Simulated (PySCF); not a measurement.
NbSFCl2, SMILES [F][Nb](=[S])([Cl])[Cl], multiplicity 1. Atoms are numbered in the order given.

```xyz
5

Nb    -0.2152    -0.0438     0.0000
S      0.7246    -1.9740     0.0000
F     -2.0570    -0.3106     0.0000
Cl     0.4630     1.0639    -1.8836
Cl     0.4630     1.0639     1.8836
```
Charge 0, spin multiplicity 1.

Coordinates come from a PBE-D3(BJ)/def2-SVP optimisation. The spin state was assumed, not searched. The structure was generated by enumeration; whether it is a known compound was not checked. The def2 effective core potentials stand for the cores of Nb; spin–orbit coupling is left out.

Calculation: ωB97X/def2-TZVP in PySCF.

Symmetry labels are those of the subgroup Cs that the program uses (full group Cs).

Computed valence orbital energies around the gap with their symmetry:
```
orbital  symmetry  energy (eV)
-------  --------  -----------
HOMO−7         A"       -14.09
HOMO−6         A'       -13.46
HOMO−5         A"       -13.16
HOMO−4         A'       -13.00
HOMO−3         A"       -12.50
HOMO−2         A'       -11.93
HOMO−1         A'       -10.86
HOMO           A"       -10.74
LUMO           A'        -1.42
LUMO+1         A"        -1.29
LUMO+2         A"        -0.48
LUMO+3         A'        -0.21
```
